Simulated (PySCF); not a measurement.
# Relaxation of singlet GaF₂⁺

Level of theory: PBE0/[Ga def2-TZVP, F def2-TZVP], no relativity, density fitting, PySCF. A (50,194) grid was used.

A hand-made linear start, of D∞h symmetry, held to at least that symmetry:

```xyz
3
charge 1 multiplicity 1, angstrom
Ga    0.0000    0.0000    0.0000
F     0.0000    0.0000    1.8424
F     0.0000    0.0000   -1.8424
```

Task: What forces act on the atoms at the start (eV/Å)?

Result: 
```tsv
atom	Fx	Fy	Fz
Ga1	0.00	0.00	0.00
F2	0.00	0.00	-4.16
F3	0.00	0.00	4.16
```

Task: What does it relax to?

Result: It ends at D∞h with Ga–F 1.661 Å (×2); F–Ga–F 180.0°. A frequency run shows a minimum. Other isomers or separated fragments may lie lower.

Task: How much energy is released, and in how many steps?

Result: 86.5 kJ/mol in 3 steps.

The relaxation took roughly 12 core-seconds on a shared host.
